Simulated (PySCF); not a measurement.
Computed Raman spectrum (relative Raman activity) of a molecule C₃H₉NSi. Coordinates come from a B3LYP-D3(BJ)/def2-SVP optimisation. Other conformers were not sampled. Method: B3LYP-D3(BJ)/def2-SVP run with PySCF. Frequencies are harmonic and unscaled.

Lines under 2 % of the strongest are left out, and lines within 2 cm⁻¹ are merged.

ν (cm⁻¹): 520 (vw), 649 (w), 710 (w), 720 (w), 814 (vw), 930 (w), 966 (w), 984 (w), 998 (vw), 1306 (w), 1343 (w), 1432 (vw), 1456 (w), 1466 (w), 1493 (w), 1701 (m), 2202 (s), 2231 (vs), 2243 (s), 2993 (vs), 3056 (s), 3127 (m), 3134 (m), 3153 (s), 3251 (m) (against the strongest line: vs over 80 %, s over 45 %, m over 15 %, w over 4 %, vw less)

Task: Which structure fits?
A) C[SiH]1CNC1
B) C=CN(C)[SiH3]
C) C=C[C@H](N)[SiH3]
D) NC1([SiH3])CC1

Result: B, C=CN(C)[SiH3]
